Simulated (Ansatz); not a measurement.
Si12⁻, relaxed as a doublet with UKS PBE0-D4/def2-SVP in Ansatz, starting from the GFN2-xTB geometry. Force threshold 0.03 eV/Å.

The relaxation made no stability test and no search for a lower SCF solution. Another isomer (doublet) lies 0.30 eV lower at PBE0-D4/def2-SVP; other spin states weren't run for this one.

Start:

```xyz
12

Si    1.9457   -0.6586   -0.6431
Si   -0.7326   -1.0558   -1.9373
Si   -0.1448   -4.8458    3.3403
Si   -1.0686    3.3369    0.6871
Si    0.6578    1.8346   -2.2171
Si   -0.2713    3.7029   -1.3496
Si   -0.8084   -0.6703    2.3661
Si    0.6340   -2.4550   -0.8583
Si   -0.5342   -2.7736    2.9610
Si    2.6205    1.3600   -1.1470
Si   -1.2031    0.7779   -3.0335
Si   -1.0948    1.4469    1.8314
```

Problem. Estimate the energy that the relaxation releases and the steps that it takes.

Solution. 196.9 kcal/mol, in 40 steps; 33 min on 4 threads of Intel Xeon on a shared host. No frequencies were taken in this run, so the end may be a saddle point.

Problem. Does the start keep its bonding?

Solution. Bonds lost: Si7–Si12 (atoms count from 1). Bonds formed: Si1–Si2, Si1–Si5, Si1–Si12, Si2–Si5, Si2–Si12, Si3–Si7, Si4–Si11, Si6–Si10 (atoms count from 1).

Problem. Predict the relaxed structure.

Solution. 
Cartesian coordinates in Å:
```
Si 1.546 -0.029 -0.337
Si -0.582 -0.818 -1.571
Si -0.779 -3.266 2.993
Si -1.440 2.576 0.910
Si 0.460 1.124 -2.478
Si 0.509 2.467 -0.285
Si 0.109 -2.458 1.142
Si 1.255 -2.321 -0.911
Si -1.229 -1.009 2.497
Si 2.487 1.880 -1.409
Si -1.767 1.502 -1.269
Si -0.570 0.351 0.719
```
Bond lengths: 24 × Si–Si 2.21 to 2.66 Å.
